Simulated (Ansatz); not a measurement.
```yaml
crystal:
  periodic: [false, false, false]
  atoms:
    - {symbol: O, position_ang: [-5.010623, 2.895363, -0.423187]}
    - {symbol: P, position_ang: [-6.056090, 1.855873, -0.195500]}
    - {symbol: O, position_ang: [-6.027801, 1.232431, 1.312933]}
    - {symbol: O, position_ang: [-7.575600, 2.408344, -0.395846]}
    - {symbol: C, position_ang: [-6.091766, 0.356489, -1.191726]}
    - {symbol: C, position_ang: [-4.829000, -0.501331, -1.068076]}
    - {symbol: C, position_ang: [-3.591301, 0.137022, -1.701124]}
    - {symbol: C, position_ang: [-2.332865, -0.724943, -1.602242]}
    - {symbol: C, position_ang: [-1.825027, -0.940860, -0.177014]}
    - {symbol: C, position_ang: [-0.508668, -1.713934, -0.124901]}
    - {symbol: C, position_ang: [-0.027583, -2.048505, 1.289301]}
    - {symbol: C, position_ang: [1.183489, 0.524752, 1.774141]}
    - {symbol: C, position_ang: [1.183489, 0.224752, 1.724141]}
    - {symbol: C, position_ang: [2.644424, -0.225761, 1.576904]}
    - {symbol: C, position_ang: [2.993127, -0.846963, 0.227974]}
    - {symbol: O, position_ang: [4.373636, -1.172188, 0.134420]}
    - {symbol: C, position_ang: [5.280597, -0.196441, -0.126274]}
    - {symbol: C, position_ang: [4.963816, 1.142463, -0.411519]}
    - {symbol: C, position_ang: [5.992305, 2.051556, -0.687029]}
    - {symbol: C, position_ang: [7.329312, 1.651587, -0.680841]}
    - {symbol: C, position_ang: [7.637796, 0.315305, -0.393772]}
    - {symbol: C, position_ang: [6.627198, -0.601756, -0.117585]}
    - {symbol: H, position_ang: [-5.509061, 1.813053, 1.890969]}
    - {symbol: H, position_ang: [-7.567463, 3.378004, -0.398718]}
    - {symbol: H, position_ang: [-6.266280, 0.674294, -2.234427]}
    - {symbol: H, position_ang: [-6.990637, -0.197196, -0.870777]}
    - {symbol: H, position_ang: [-5.021759, -1.479127, -1.545412]}
    - {symbol: H, position_ang: [-4.652727, -0.710808, 0.000977]}
    - {symbol: H, position_ang: [-3.407803, 1.123000, -1.237849]}
    - {symbol: H, position_ang: [-3.807866, 0.343203, -2.765469]}
    - {symbol: H, position_ang: [-1.529375, -0.249888, -2.194364]}
    - {symbol: H, position_ang: [-2.515454, -1.707875, -2.078453]}
    - {symbol: H, position_ang: [-2.581544, -1.482909, 0.420905]}
    - {symbol: H, position_ang: [-1.706186, 0.045755, 0.308974]}
    - {symbol: H, position_ang: [0.265109, -1.140376, -0.668705]}
    - {symbol: H, position_ang: [-0.624542, -2.656350, -0.691147]}
    - {symbol: H, position_ang: [0.898221, -2.648436, 1.228876]}
    - {symbol: H, position_ang: [-0.771286, -2.712094, 1.767829]}
    - {symbol: H, position_ang: [0.537476, -1.212476, 3.192837]}
    - {symbol: H, position_ang: [-0.775117, -0.352081, 2.400239]}
    - {symbol: H, position_ang: [0.833664, 0.666028, 0.771102]}
    - {symbol: H, position_ang: [1.152028, 1.053294, 2.451623]}
    - {symbol: H, position_ang: [3.308804, 0.642206, 1.725754]}
    - {symbol: H, position_ang: [2.906322, -0.946254, 2.372847]}
    - {symbol: H, position_ang: [2.694201, -0.181089, -0.604099]}
    - {symbol: H, position_ang: [2.472543, -1.803523, 0.077850]}
    - {symbol: H, position_ang: [3.928630, 1.488945, -0.419127]}
    - {symbol: H, position_ang: [5.733321, 3.091864, -0.906907]}
    - {symbol: H, position_ang: [8.124066, 2.371168, -0.894578]}
    - {symbol: H, position_ang: [8.680338, -0.016905, -0.384430]}
    - {symbol: H, position_ang: [6.847286, -1.648868, 0.105939]}
basis:
  gaussian: {orbitals: def2-TZVP, fitting: {mean_field: def2-universal-jkfit}}
magnetization: {spin_polarized: true, initial_magnetization: 0}
hamiltonian: {xc: {name: PBE0}}
scf: {omitted_lower_state_checks: [starts]}
output: {forces: true}
```

```sh
$ ansatz run in.yaml --threads 2 --pin off --events-out ev --progress --plain --max-ram 20480MiB --backend cuda --devices 0, --max-vram 18GiB
```

Output, abridged:

```
Functional definition: PBE0
2233 factors; integrals over basis functions are off by at most 8.8e-1 eV
mean field evaluation 1: about -35045.6856 eV, gradient 1.3e2 eV
mean field evaluation 2: about -34953.9261 eV, gradient 1.8e2 eV
mean field evaluation 4: about -35078.6525 eV, gradient 6.7e1 eV
mean field evaluation 8: about -35115.0923 eV, gradient 2.0e1 eV
mean field evaluation 16: about -35118.9917 eV, gradient 3.5e-1 eV
mean field evaluation 32: about -35120.5477 eV, gradient 1.9e-1 eV
mean field -35120.54908280 eV, -1290.6563732297 hartree, gradient 1.2e-6 eV, S^2 1.689516; 0 other end points of the search recorded, 0 dependent functions left out
reference -35120.54915637 eV, -1290.6563759333 hartree; 89, 89 occupied and 773, 773 virtual orbitals, 2233 factors
Total energy: -35120.54915637 eV, -1290.6563759333 hartree
Atom 0 force    -1.046881    -0.947156     0.235898 eV/Å
Atom 1 force     0.084189     0.544251     0.462544 eV/Å
Atom 2 force     0.126074     0.660372    -0.726058 eV/Å
Atom 3 force     0.867815     0.043043     0.130738 eV/Å
Atom 4 force    -0.101720     0.071793    -0.146281 eV/Å
Atom 5 force     0.038247    -0.157104     0.135651 eV/Å
Atom 6 force    -0.007166     0.150130    -0.070104 eV/Å
Atom 7 force     0.106485    -0.147995    -0.123623 eV/Å
Atom 8 force    -0.193432     0.100043    -0.037988 eV/Å
Atom 9 force     0.136161     0.594699     0.424669 eV/Å
Atom 10 force    -0.515892    -1.688884    -1.528787 eV/Å
Atom 11 force    -9.897754  2914.932955   506.689125 eV/Å
Atom 12 force     4.690337 -2931.191470  -500.423943 eV/Å
Atom 13 force    13.925961    -7.225955    -2.248388 eV/Å
Atom 14 force    -0.501756     0.154482     0.027669 eV/Å
Atom 15 force    -0.230719     0.130367     0.087672 eV/Å
Atom 16 force     0.457768     0.507506    -0.140907 eV/Å
Atom 17 force     0.179248    -0.213224     0.155547 eV/Å
Atom 18 force     0.102854    -0.144645     0.020319 eV/Å
Atom 19 force    -0.220322    -0.133115     0.034827 eV/Å
Atom 20 force    -0.197631     0.056700     0.000244 eV/Å
Atom 21 force    -0.161423     0.162135    -0.040671 eV/Å
Atom 22 force    -0.134964    -0.197054    -0.163497 eV/Å
Atom 23 force     0.004410    -0.291482    -0.003756 eV/Å
Atom 24 force     0.059161    -0.080025     0.288370 eV/Å
Atom 25 force     0.255359     0.150561    -0.065205 eV/Å
Atom 26 force     0.040129     0.281229     0.114402 eV/Å
Atom 27 force    -0.029645     0.049369    -0.331939 eV/Å
Atom 28 force    -0.039508    -0.303057    -0.123178 eV/Å
Atom 29 force     0.056597    -0.072719     0.273237 eV/Å
Atom 30 force    -0.225020    -0.101080     0.149969 eV/Å
Atom 31 force     0.025347     0.260704     0.107218 eV/Å
Atom 32 force     0.275045     0.166245    -0.163455 eV/Å
Atom 33 force     0.014912    -0.382979    -0.069496 eV/Å
Atom 34 force    -0.154763    -0.052206     0.028959 eV/Å
Atom 35 force     0.043905     0.069917     0.102147 eV/Å
Atom 36 force     0.063537     0.519433     0.377137 eV/Å
Atom 37 force     0.277740     0.789204     0.341615 eV/Å
Atom 38 force    -0.374168     0.844728    -0.138160 eV/Å
Atom 39 force     0.354972     0.041671     0.414146 eV/Å
Atom 40 force    -5.779256     4.383973   -15.898811 eV/Å
Atom 41 force    -0.554383    17.007021    11.615227 eV/Å
Atom 42 force    -1.043310     0.325074     0.051712 eV/Å
Atom 43 force    -0.767496     0.397744    -0.173371 eV/Å
Atom 44 force     0.093635    -0.192059     0.179333 eV/Å
Atom 45 force     0.142854     0.356572     0.160738 eV/Å
Atom 46 force     0.307625    -0.086617    -0.062787 eV/Å
Atom 47 force     0.091441    -0.338539     0.071875 eV/Å
Atom 48 force    -0.266385    -0.238078     0.068793 eV/Å
Atom 49 force    -0.344455     0.103142    -0.001507 eV/Å
Atom 50 force    -0.033762     0.330376    -0.067868 eV/Å
Dipole moment:     0.638583     0.362481    -0.373764 e Å
Checks for a lower state left out: starts
```

In this input one atom was put on top of another. The calculation finished and met its thresholds. The result belongs to that input, not to the species as meant.

The unrestricted singlet has broken spin symmetry (⟨S²⟩ up to 1.69).
